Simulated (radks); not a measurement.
The numbers below are computed, except where a source is named.
All-electron atom: the phosphorus ion P3+ in [Ne] 3s2. Code: a radial shooting solver on a logarithmic mesh with Libxc functionals. Model: scalar-relativistic Kohn-Sham, PBE, spin-unpolarised, spherical densities, point nucleus.

Radial electron density D(r) = 4 pi r^2 rho(r):

r (bohr),D(r) (e/bohr)
0.006744,1.057
0.007604,1.307
0.008505,1.589
0.009589,1.953
0.01081,2.390
0.01219,2.911
0.01363,3.483
0.01537,4.196
0.01733,5.023
0.01939,5.902
0.02186,6.958
0.02465,8.127
0.02757,9.307
0.03108,10.64
0.03505,12.01
0.0392,13.26
0.0442,14.53
0.04983,15.63
0.05574,16.43
0.06284,16.97
0.07085,17.12
0.07925,16.88
0.08936,16.21
0.1007,15.20
0.1127,14.06
0.1271,12.79
0.1433,11.68
0.1615,10.95
0.1807,10.75
0.2037,11.11
0.2297,12.02
0.2569,13.18
0.2896,14.49
0.3266,15.52
0.3653,15.94
0.4118,15.62
0.4643,14.43
0.5194,12.66
0.5856,10.30
0.6603,7.824
0.7385,5.720
0.8327,3.932
0.9388,2.729
1.05,2.096
1.184,1.794
1.335,1.685
1.493,1.596
1.684,1.416
1.898,1.133
2.14,0.8026
2.394,0.5156
2.699,0.2795
3.043,0.1295
3.404,0.05387
3.838,0.01739
4.327,0.004510
4.84,0.001029
5.457,0.0001634

D(r) has 2 maxima, at r = 0.0697, 0.371 bohr, and minima at 0.178 bohr, inside which lie 2.18 electrons.
